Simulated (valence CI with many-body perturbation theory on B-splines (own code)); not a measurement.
# E1 transitions of W III

Computed by relativistic CI+MBPT: four valence electrons over a frozen Dirac-Fock core [Xe] 4f14, radial functions for each j: 7 s, 7 p, 8 d, 6 f, 4 g, 1 h, with the one-electron correlation potential Σ1 (screened to all orders), the two-electron term Σ2, the three-electron term Σ3, Breit, model QED; selected single and double excitations, second order for the rest, scaled by the run's own slope (own B-spline code, finite nucleus).

Against 9 measured levels this calculation errs by 356 cm⁻¹ on average and by 816 at most. These come from a selection out of NIST levels as listed in McCann et al., Mon. Not. R. Astron. Soc. 538, 537 (2025). Levels without a partner in it may be off by more, other configurations by 1,000 to 8,000 cm⁻¹. Among the levels kept, up to 390 cm⁻¹ of a level comes from second order outside the variational space, and about a tenth of that is noise between levels of different J, which matters for small intervals.

Lines 351 to 400 of 585 in falling wavelength, among levels below 12.440 eV, chosen from the strongest by gf and those to the six lowest levels. Wavelengths and rates use the calculated energies, so an error of 400 cm⁻¹ moves a line at 1547 Å by 0.62 % and its rate by three times that or more. Electric multipoles are in the length gauge, E1 and E2 with the static RPA response of the core. Weak lines are less certain than strong ones. Lines between different terms over intervals too small for the method are left out, as are lines whose strength nearly cancels. Where a level lies close to another of its J and parity, the split of strength between their lines is uncertain. The highest levels of a list are the least certain.

Names give the largest LS component (configuration and term), which can be under half, so a name can repeat, a term be missing and a line seem to break the LS rules; names also repeat where a configuration has a term twice. Letters in brackets count levels of one name in rising energy.

| λ vac (Å) | Upper | Lower | A (s⁻¹) | S (a.u.) with core polarisation | S without |
| --- | --- | --- | --- | --- | --- |
| 1547 | 5d²6s6p ⁵D°_3 | 5d⁴ ³P_2 [b] | 8.10e+07 | 1.04e+00 | 1.20e+00 |
| 1544 | 5d³6p ³H°_6 [a] | 5d⁴ ³H_5 | 4.13e+07 | 9.76e-01 | 1.13e+00 |
| 1544 | 5d³6p ³G°_5 [b] | 5d⁴ ³G_5 | 1.50e+08 | 3.01e+00 | 3.46e+00 |
| 1543 | 5d³6p ¹F°_3 [b] | 5d³6s ³G_4 | 1.71e+08 | 2.17e+00 | 2.45e+00 |
| 1542 | 5d³6p ³G°_3 [a] | 5d⁴ ⁵D_3 | 1.30e+08 | 1.64e+00 | 1.87e+00 |
| 1542 | 5d³6p ⁵D°_4 [b] | 5d⁴ ⁵D_4 | 3.19e+08 | 5.19e+00 | 5.99e+00 |
| 1542 | 5d³6p ⁵D°_2 [a] | 5d⁴ ⁵D_3 | 2.60e+08 | 2.35e+00 | 2.66e+00 |
| 1541 | 5d³6p ³G°_4 [b] | 5d⁴ ³H_4 | 1.45e+08 | 2.36e+00 | 2.76e+00 |
| 1539 | 5d³6p ³G°_4 [c] | 5d³6s ⁵F_4 [a] | 7.03e+07 | 1.14e+00 | 1.32e+00 |
| 1539 | 5d³6p ³P°_2 [b] | 5d⁴ ³P_2 [a] | 2.79e+08 | 2.51e+00 | 2.93e+00 |
| 1538 | 5d³6p ⁵D°_1 [a] | 5d⁴ ⁵D_2 | 2.18e+08 | 1.18e+00 | 1.32e+00 |
| 1534 | 5d³6p ³D°_1 [f] | 5d⁴ ³D_1 | 3.62e+08 | 1.94e+00 | 2.24e+00 |
| 1527 | 5d³6p ³D°_3 [c] | 5d³6s ⁵P_2 [b] | 6.69e+07 | 8.24e-01 | 9.48e-01 |
| 1527 | 5d³6p ¹D°_2 [b] | 5d⁴ ¹F_3 | 5.79e+08 | 5.09e+00 | 5.88e+00 |
| 1525 | 5d³6p ⁵F°_3 [b] | 5d⁴ ⁵D_4 | 3.96e+07 | 4.84e-01 | 5.47e-01 |
| 1524 | 5d³6p ⁵F°_2 | 5d⁴ ⁵D_1 | 1.25e+08 | 1.09e+00 | 1.26e+00 |
| 1524 | 5d³6p ⁵D°_4 [c] | 5d³6s ⁵F_4 [b] | 5.34e+07 | 8.40e-01 | 9.58e-01 |
| 1524 | 5d³6p ³D°_2 [b] | 5d⁴ ³F_3 [a] | 1.27e+08 | 1.11e+00 | 1.28e+00 |
| 1523 | 5d³6p ³F°_3 [c] | 5d⁴ ³G_4 | 3.46e+08 | 4.22e+00 | 4.89e+00 |
| 1523 | 5d³6p ¹P°_1 [a] | 5d⁴ ³P_2 [a] | 2.59e+08 | 1.35e+00 | 1.56e+00 |
| 1522 | 5d³6p ³I°_6 | 5d⁴ ³G_5 | 4.27e+07 | 9.66e-01 | 1.10e+00 |
| 1520 | 5d²6s6p ⁵G°_5 [b] | 5d⁴ ¹I_6 | 2.99e+08 | 5.70e+00 | 6.54e+00 |
| 1520 | 5d³6p ³P°_0 [a] | 5d⁴ ³P_1 | 1.21e+09 | 2.10e+00 | 2.43e+00 |
| 1517 | 5d³6p ³G°_5 [a] | 5d⁴ ³H_6 | 4.93e+08 | 9.34e+00 | 1.06e+01 |
| 1516 | 5d³6p ⁵D°_0 [a] | 5d⁴ ⁵D_1 | 3.34e+08 | 5.75e-01 | 6.62e-01 |
| 1515 | 5d³6p ³D°_1 [b] | 5d⁴ ⁵D_1 | 2.79e+07 | 1.44e-01 | 1.71e-01 |
| 1514 | 5d³6p ⁵G°_5 [b] | 5d⁴ ⁵D_4 | 3.03e+07 | 5.71e-01 | 6.51e-01 |
| 1513 | 5d²6s6p ⁵D°_4 | 5d³6s ³G_4 | 7.46e+07 | 1.15e+00 | 1.34e+00 |
| 1513 | 5d²6s6p ⁵D°_1 [a] | 5d⁴ ³D_1 | 1.62e+08 | 8.31e-01 | 9.51e-01 |
| 1512 | 5d²6s6p ⁵F°_2 | 5d⁴ ³F_3 [a] | 1.34e+08 | 1.14e+00 | 1.33e+00 |
| 1512 | 5d³6p ³D°_1 [e] | 5d⁴ ¹D_2 [a] | 3.63e+08 | 1.86e+00 | 2.15e+00 |
| 1511 | 5d³6p ³G°_4 [c] | 5d⁴ ³H_5 | 2.79e+08 | 4.27e+00 | 4.85e+00 |
| 1511 | 5d³6p ³G°_3 [c] | 5d³6s ⁵F_4 [a] | 9.77e+07 | 1.16e+00 | 1.34e+00 |
| 1510 | 5d³6p ¹F°_3 [b] | 5d³6s ³H_4 | 1.46e+08 | 1.74e+00 | 2.00e+00 |
| 1509 | 5d³6p ¹F°_3 [c] | 5d³6s ³G_4 | 1.13e+08 | 1.34e+00 | 1.53e+00 |
| 1507 | 5d³6p ⁵D°_4 [b] | 5d⁴ ⁵D_3 | 1.90e+07 | 2.89e-01 | 3.42e-01 |
| 1503 | 5d³6p ³D°_3 [a] | 5d⁴ ³G_4 | 7.32e+07 | 8.59e-01 | 9.78e-01 |
| 1502 | 5d³6p ¹G°_4 [c] | 5d³6s ³G_4 | 2.17e+08 | 3.26e+00 | 3.78e+00 |
| 1500 | 5d³6p ³G°_4 [e] | 5d³6s ⁵P_3 | 1.08e+08 | 1.62e+00 | 1.88e+00 |
| 1500 | 5d³6p ³G°_3 [a] | 5d⁴ ⁵D_2 | 8.85e+06 | 1.03e-01 | 1.22e-01 |
| 1500 | 5d³6p ⁵D°_3 | 5d⁴ ⁵D_4 | 1.43e+07 | 1.67e-01 | 1.77e-01 |
| 1500 | 5d³6p ³F°_4 [b] | 5d³6s ⁵F_4 [b] | 2.96e+08 | 4.43e+00 | 5.15e+00 |
| 1499 | 5d³6p ⁵D°_2 [a] | 5d⁴ ⁵D_2 | 2.97e+08 | 2.47e+00 | 2.81e+00 |
| 1497 | 5d²6s6p ⁵F°_3 [b] | 5d⁴ ³D_3 | 1.05e+08 | 1.21e+00 | 1.39e+00 |
| 1496 | 5d³6p ³F°_4 [c] | 5d⁴ ³G_5 | 2.44e+08 | 3.63e+00 | 4.18e+00 |
| 1496 | 5d²6s6p ⁵D°_1 [c] | 5d³6s ³P_0 [a] | 1.71e+08 | 8.47e-01 | 9.76e-01 |
| 1495 | 5d³6p ⁵F°_4 | 5d⁴ ⁵D_4 | 8.63e+07 | 1.28e+00 | 1.46e+00 |
| 1492 | 5d³6p ³D°_1 [d] | 5d⁴ ³P_0 [a] | 6.75e+07 | 3.32e-01 | 3.83e-01 |
| 1491 | 5d³6p ⁵D°_0 [b] | 5d⁴ ⁵D_1 | 4.99e+08 | 8.17e-01 | 9.22e-01 |
| 1491 | 5d³6p ⁵F°_3 [b] | 5d⁴ ⁵D_3 | 1.44e+08 | 1.65e+00 | 1.87e+00 |
